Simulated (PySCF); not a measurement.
**Spin states of TcCl**

Unrestricted PBE0; basis Tc def2-TZVPP with ECP28, Cl def2-TZVPP; scalar-relativistic core potentials; PySCF 2.14. Outer shells of the fragments: Tc 4d5 5s2; Cl 3s2 3p5.

Followed along the bond (rough minima from three points):

```json
{"2Ms+1": "7", "unpaired": "σ ↑↑, π ↑↑, δ ↑↑", "⟨S²⟩ at the start": "12.00", "R at minimum (Å)": "2.35", "Te (eV)": "0.00"}
{"2Ms+1": "5", "unpaired": "π ↑↑, δ ↑↑", "⟨S²⟩ at the start": "6.03", "R at minimum (Å)": "2.23", "Te (eV)": "0.26"}
{"2Ms+1": "5", "unpaired": "σ ↑, π ↑↑, δ ↑", "⟨S²⟩ at the start": "6.01", "R at minimum (Å)": "2.25", "Te (eV)": "0.39"}
{"2Ms+1": "5", "unpaired": "σ ↑, π ↑, δ ↑↑", "⟨S²⟩ at the start": "6.01", "R at minimum (Å)": "2.27", "Te (eV)": "0.41"}
{"2Ms+1": "3", "unpaired": "π ↑↑, δ ↑↓", "⟨S²⟩ at the start": "3.01", "R at minimum (Å)": "2.21", "Te (eV)": "1.34"}
{"2Ms+1": "3", "unpaired": "σ ↓, π ↑↑, δ ↑", "⟨S²⟩ at the start": "3.01", "R at minimum (Å)": "2.23", "Te (eV)": "1.39"}
```

Solutions found at the starting distance of 2.210 Å, counted from the lowest of them; the search is not exhaustive and high or unbound solutions are not listed, so other states can lie among these:

| 2Ms+1 | unpaired | term | E (eV) | ⟨S²⟩ | ⟨Lz²⟩ | μ (D) |
| --- | --- | --- | --- | --- | --- | --- |
| 7 | σ ↑↑, π ↑↑, δ ↑↑ | ⁷Σ⁺ | 0.00 | 12.00 | 0.00 | -1.24 |
| 5 | π ↑↑, δ ↑↑ | ⁵Σ⁺ | 0.15 | 6.03 | 0.07 | -4.24 |
| 5 | σ ↑, π ↑↑, δ ↑ | ⁵Δ | 0.28 | 6.01 | 4.01 | -4.43 |
| 5 | σ ↑, π ↑, δ ↑↑ | ⁵Π | 0.32 | 6.01 | 1.01 | -4.29 |
| 3 | π ↑↑, δ ↑↓ | mixed | 1.22 | 3.01 | 8.02 | -4.15 |
| 3 | σ ↓, π ↑↑, δ ↑ | mixed | 1.27 | 3.01 | 4.01 | -4.35 |

A term symbol is given only where ⟨S²⟩ and ⟨Lz²⟩ are close to those of a pure state; real π, δ and φ orbitals otherwise mix terms. A positive dipole means Tc(−)Cl(+).

Question: Compare the gap between the two lowest followed solutions at the starting distance with the gap between their minima.

Answer: At PBE0 the second solution (quintet, unpaired electrons π ↑↑, δ ↑↑) lies +0.15 eV from the first (septet, unpaired electrons σ ↑↑, π ↑↑, δ ↑↑) at 2.210 Å and +0.26 eV at the minima; the two curves relax by different amounts, since their minima lie near 2.23 and 2.35 Å.

Spin–orbit coupling is left out. The state is the lowest single determinant that the PBE0 search found; with open d or f shells the true ground state can be another one.
